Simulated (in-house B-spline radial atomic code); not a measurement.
## RPA and G0W0 on SCAN: Sr III (Sr2+)

Configuration [Ar] 3d10 4s2 4p6, mean-field start SCAN. Computed with a B-spline radial code for spherical atoms: all electrons, non-relativistic, point nucleus, each spin shell either full or empty, empty states to l = 9 with an (l + 1/2)⁻⁴ tail; G0W0 by contour deformation at full frequency.

Without relativity these are model numbers: it shifts the levels of so heavy an element strongly and can reorder them.

Command:
```bash
python run_gw.py task.json out
```
Settings (radii: box in bohr, nucleus in fm):
```
Z                        38
electrons                36
configuration            [Ar] 3d10 4s2 4p6
hamiltonian              nr
method                   scan,scan
lmax                     9
spin_polarised           False
box_radius               17.55
intervals                53
```

Run time, properties included: 2.8 s on 1 thread of Arm Neoverse N1, on a shared host.

Energies (hartree):

```csv
term,value
mean-field total,-3133.02617
Hartree-Fock functional on these orbitals,-3130.97992
direct second order,-2.9827
second-order exchange,0.853
SOSEX correction,0.78953
```

Problem. What is the RPA correlation energy, and what remains with SOSEX?

Solution. RPA gives -2.614 hartree (-1.98 eV per electron); RPA + SOSEX gives -1.8245, and the second-order doubles -2.1297 hartree (no singles). SOSEX takes back 30 % of the RPA value.

Quasi-particle levels (eV):

| level | occupied | mean field | Σx - vxc | Σc | QP weight | G0W0 |
| --- | --- | --- | --- | --- | --- | --- |
| 4p | yes | -37.07 | -5.69 | ? | ? | ? |
| 4d | no | -12.601 | 5.09 | -1.66 | 0.963 | -9.172 |

G0W0 = mean field + (Σx - vxc) + Σc, with Σc (partial-wave tail included) taken at the quasi-particle energy. Only the outer levels were computed. Levels of low weight are left out.

Problem. Where does G0W0 put 4p?

Solution. At -43.14 eV, with Σc = -0.37 eV and a quasi-particle weight of 0.934. The tabulated removal energy is 42.884 eV (NIST, measured); the calculation leaves out relativity, Breit and QED terms, and what these don't explain is the method's own error.
